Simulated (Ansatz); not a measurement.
C4H4F2, SMILES C=C(F)/C=C\F.

The structure is a stationary point at B3LYP-D3(BJ)/def2-SVP. The structure was generated by enumeration; whether it is a known compound was not checked. Other conformers were not sampled.

Two levels are set side by side: PBE/def2-SVPD (Ansatz, a quantum-chemistry and plane-wave program) and PBE0/def2-SVPD (Ansatz). Energy differences of separate SCF runs at the same geometry; the states with an electron removed or added have multiplicity 2 and 2. Differences are taken from unrounded values.

```csv
quantity,PBE0,PBE,PBE minus PBE0
vertical ionisation energy (eV),9.05,8.94,-0.12
vertical singlet–triplet gap (eV),3.15,3.14,-0.01
```

On these quantities the two levels nearly agree.
